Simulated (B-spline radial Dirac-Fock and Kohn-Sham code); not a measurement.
Calculated with a radial B-spline solver, using the Dirac equation of a negative muon with reduced mass in the field of a spherical finite nucleus, with the Uehling potential to all orders; nuclear polarisation, deformation, hyperfine structure, self-energy, higher-order vacuum polarisation, relativistic recoil and electron screening are left out. The nuclear charge is a Gaussian distribution.

Problem. A muonic atom of atomic mass 192.96 u emits these computed lines: 2p3/2 → 1s1/2 5804 keV, 3d5/2 → 2p3/2 2222 keV, 4f7/2 → 3d5/2 825.5 keV, 5g9/2 → 4f7/2 379.9 keV. Which element is it, and what rms charge radius was used?

Solution. Iridium (Z = 77, nuclide ¹⁹³Ir); the high transitions hardly feel the nucleus and fix Z. The 2p → 1s line lies 8189 keV below the value for a point nucleus without QED, which for this nuclear model gives a radius near 5.40 fm (5.4032 fm was used).
